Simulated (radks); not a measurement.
Task: Species: Bi II. Configuration: [Hg] 6p2. Calculated with a radial shooting solver on a logarithmic mesh with Libxc functionals: Dirac Kohn-Sham, Slater X-alpha with alpha = 0.837, spin-unpolarised, spherical densities, finite nucleus; open shells are shared between the two j in proportion to 2j + 1; Fermi nuclear charge, rms radius 5.5211 fm.

Spin-orbit splittings of the eigenvalues, e(l+1/2) - e(l-1/2), with zeta = 2 splitting/(2l+1) and mean radii in bohr:

| shell | occ. | splitting (eV) | zeta (eV) | <r> j=l-1/2 | <r> j=l+1/2 |
|---|---|---|---|---|---|
| 2p | 6 | 2331 | 1554 | 0.05379 | 0.06283 |
| 3p | 6 | 522.8 | 348.5 | 0.1611 | 0.1776 |
| 3d | 10 | 111.2 | 44.49 | 0.1540 | 0.1590 |
| 4p | 6 | 129.4 | 86.26 | 0.3764 | 0.4110 |
| 4d | 10 | 24.27 | 9.709 | 0.4139 | 0.4249 |
| 4f | 14 | ? | ? | 0.4338 | 0.4398 |
| 5p | 6 | 25.33 | 16.89 | 0.8778 | 0.9666 |
| 5d | 10 | 3.149 | 1.260 | 1.188 | 1.230 |
| 6p | 2 | 2.530 | 1.687 | 2.495 | 2.803 |

Estimate the 4f splitting.

Result: 5.639 eV (zeta = 1.611 eV).
